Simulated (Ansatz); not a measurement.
`CS[SiH](Cl)Cl`, relaxed with RKS PBE-D4/def2-SVP in Ansatz 0.2.0 from a rough embedded geometry. The force threshold is 0.03 eV/Å; the program also tests the step.

Total charge 0; spin multiplicity 1.

Start:

```xyz
9

C     0.526    1.467   -0.067
S    -0.356    0.424   -1.224
Si   -0.568   -1.396   -0.132
Cl    1.285   -2.151    0.373
Cl   -1.608   -1.124    1.582
H    -0.135    1.656    0.837
H     1.464    1.097    0.196
H     0.611    2.460   -0.552
H    -1.218   -2.432   -1.012
```

```csv
step,energy (eV),largest force (eV/Å),largest move (Å)
1,-44829.0070,2.357,0.000
2,-44829.1558,0.998,0.097
3 (rejected),-44829.1267,0.640,0.184
4,-44829.1835,0.185,0.063
5,-44829.1852,0.025,0.013
```

End:

```xyz
9

C     0.481    1.466   -0.057
S    -0.384    0.414   -1.292
Si   -0.542   -1.382   -0.163
Cl    1.332   -2.089    0.394
Cl   -1.606   -1.075    1.596
H    -0.139    1.590    0.852
H     1.463    1.030    0.207
H     0.632    2.450   -0.536
H    -1.237   -2.403   -1.002
```

It took 22 s on 2 threads of a server CPU on a shared host, with 0.37 GiB of host memory at the peak.
